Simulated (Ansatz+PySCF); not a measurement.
Values are calculated unless marked as measured or tabulated.
# Several solutions for singlet BeO

```yaml
atoms:
  - { symbol: Be, position_ang: [0.0000, 0.0000, -1.2939] }
  - { symbol: O, position_ang: [0.0000, 0.0000, 0.6469] }
```

Basis set: STO-3G (spherical functions). Charge 0, multiplicity 1.

PBE0 (unrestricted) was run from several starts with Ansatz (development build ahead of 0.2.0) and PySCF 2.14.0.

| run | program | start | converged | energy (hartree) | <S²> |
| --- | --- | --- | --- | --- | --- |
| A | Ansatz | stability test followed | yes | -88.47017 | 1.04 |
| B | Ansatz | search for the lowest state | yes | -88.47017 | 1.04 |
| C | PySCF | program defaults | yes | -88.40318 | 0.00 |
| D | Ansatz | atomic start, no search | yes | -88.40319 | 0.00 |

Which runs reached the lowest solution of this kind, and what is wrong with the others?

A, B reached the lowest solution found. Converged but too high: C by 1.82 eV, D by 1.82 eV. Convergence only shows a stationary point, and even a stable one can lie too high; stability tests and further starts are what find lower ones. Caution: another spin multiplicity may lie lower. Caution: the unrestricted determinant is a mixture of spin states.
